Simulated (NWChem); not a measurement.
Excited singlets of H$_{3}$AlS by symmetry

```xyz
5

Al    -1.1157     0.1388     0.0000
H     -1.6623     1.6220     0.0000
H     -2.0259    -1.1508     0.0000
S      1.0503    -0.2110     0.0000
H      1.3869     1.1006     0.0000
```
Charge 0, spin multiplicity 1.

All runs are NWChem calculations. The geometry was optimised at B3LYP/def2-SVP, a minimum by its harmonic frequencies. It is one conformer; others weren't searched.

Basis set: def2-SVPD. Symmetry labels belong to the abelian group Cs used in the runs, with the axes of the coordinates shown. Entries are the lowest vertical excitation energy of each symmetry in eV (for CIS and TDDFT among the lowest few roots); a state of one symmetry need not have the same character in every method. Symmetries that some method's roots don't reach, or where a double excitation leads the EOM-CCSD root, are left out.

The correlated methods keep 10 core orbitals frozen. B3LYP has NWChem's definition, with VWN1-RPA local correlation. The structure started from a generated list of species. Coupled-cluster values serve here as a point of comparison, not as the truth.

```csv
method,a",a'
CIS,(withheld),(withheld)
TD-PBE,5.33,5.00
TD-B3LYP,5.68,5.33
TD-LDA (SVWN5),5.18,4.94
EOM-CCSD,6.12,5.91
```

### Question
Complete the blanks.

### Answer

- CIS, a": 6.79
- CIS, a': 6.83
